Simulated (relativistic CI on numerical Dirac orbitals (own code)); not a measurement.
Sensitivity of the levels of Bi⁷⁺ to α and to the nuclear radius

Computed by Dirac-Coulomb-Breit CI, orbitals from a KLI potential per configuration, derivatives by finite differences, unscaled Slater integrals, QED left out (own radial code, finite nucleus).

Configuration list (outside the closed core [Kr] 4d10 4f14 5s2): 5p⁶5d⁸, 5p⁶5d⁷6s, 5p⁶5d⁷5f, 5p⁶5d⁶6s², 5p⁶5d⁷6p, 5p⁵5d⁹, 5p⁶5d⁷6d, 5p⁴5d¹⁰. Levels of other configurations are missing.

With x = (α/α₀)² − 1 an excitation energy changes as ω = ω₀ + qx; K = 2q/ω₀ is the relative enhancement. Terms are leading LS components, so labels can repeat. The field-shift factor is F = δν/δ⟨r²⟩ for the transition from the lowest level.

Lowest level 5p⁶5d⁸ ³F4.

```tsv
Level	ω₀ (cm⁻¹)	q (cm⁻¹)	K	F (GHz/fm²)
5p⁶5d⁸ ¹D2	10510.8	-1253	-0.238	1.8
5p⁶5d⁸ ³F3	23536.9	23780	2.02	2.69
5p⁶5d⁸ ³P0	29107.1	3652	0.251	2.78
5p⁶5d⁸ ³P2	33667.3	24520	1.46	4.3
5p⁶5d⁸ ³P1	39539.7	23050	1.17	5.34
5p⁶5d⁸ ¹G4	44849.8	21930	0.978	3.85
5p⁶5d⁸ ¹D2	56526.1	46610	1.65	6.51
5p⁶5d⁸ ¹S0	88957.3	43890	0.987	6.63
5p⁶5d⁷6s ⁵F5	203532.3	-117700	-1.16	244
5p⁶5d⁷6s ⁵F4	214764.1	-111000	-1.03	237
5p⁶5d⁷6s ³P2	224114.7	-115800	-1.03	240
5p⁶5d⁷6s ⁵F3	224959.4	-107500	-0.956	244
5p⁶5d⁷6s ³D1	227096.1	-111600	-0.983	239
```

At this charge configurations can still be misplaced by up to about 7 % of their energy. Terms inside the open d or f shell come out 10 to 20 % too wide with unscaled integrals. Levels and lines within the n = 5 or 6 shells can be off by up to 10 % or somewhat more, and those that change n by about 2 %, since core polarisation is missing.
